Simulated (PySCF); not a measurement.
# Telling isomers of C5H7NO3 apart by NMR

All values are calculated (PySCF): PBE0/pcSseg-1 with gauge-including orbitals, GFN2-xTB geometry. Isolated molecule, single conformer, non-relativistic Hamiltonian, averaged over atoms made equivalent by symmetry, fast rotation or ring inversion.

Scale: TMS for 1H (σref 31.72), 13C (σref 186.93) (reference shieldings calculated alike). Where no couplings were computed, multiplicities follow the n + 1 count of equivalent neighbours, and m marks all less simple cases (inequivalent or close neighbours, rings, F or P nearby). Acid and N–H amide carbonyl carbons lie up to 10 ppm further downfield in solution (hydrogen bonding). Shifts are as computed. Against solution values, carbons near 30 ppm lie about +3 ppm off and those near 130 ppm about +5 ppm. Of 1211 compounds with measured shifts, 218 miss one by over three times the rms of a fit or turn the order of signals round; such compounds aren't used in these exercises. Groups on amide-type nitrogens are kept apart (slow C–N rotation). OH and NH positions are gas-phase values without hydrogen bonding to other molecules.

(1) Tabulate the signals of `CN(C)c1coc(=O)o1`, `C=COC(=O)CC(N)=O` and their relative energies.

(2) What is the quickest way to tell CN(C)c1coc(=O)o1 from C=COC(=O)CC(N)=O?

## Answers

(1) 
| SMILES | carbon types | δC | δH | E rel. (kcal/mol) |
| --- | --- | --- | --- | --- |
| CN(C)c1coc(=O)o1 | 2×C 1×CH 2×CH3 | 156.3, 155.7, 108.1, 37.9 | 6.18 (s, 1H), 2.76 (s, 6H) | 17.8 |
| C=COC(=O)CC(N)=O | 2×C 1×CH 2×CH2 | 175.5, 165.3, 149.0, 104.6, 46.4 | 7.91 (m, 1H), 7.08 (br, 1H), 5.30 (m, 1H), 5.05 (m, 1H), 4.51 (br, 1H), 3.26 (s, 2H) | 0.0 |

Energies are electronic energies at PBE0/pcSseg-1 on these geometries, without zero-point or thermal terms, each for the one conformer computed, which needn't be the lowest.

(2) Count the carbon signals: 4 against 5. The first has a methyl carbon bonded to N (CH3) at 37.9 ppm, the second a β carbon of an enol-ether or enamine type C=C (CH2) at 104.6 ppm. Their most deshielded carbons lie at 156.3 and 175.5 ppm. In the proton spectra the most deshielded non-exchanging signals are 6.18 (s, 1H) and 7.91 (m, 1H).
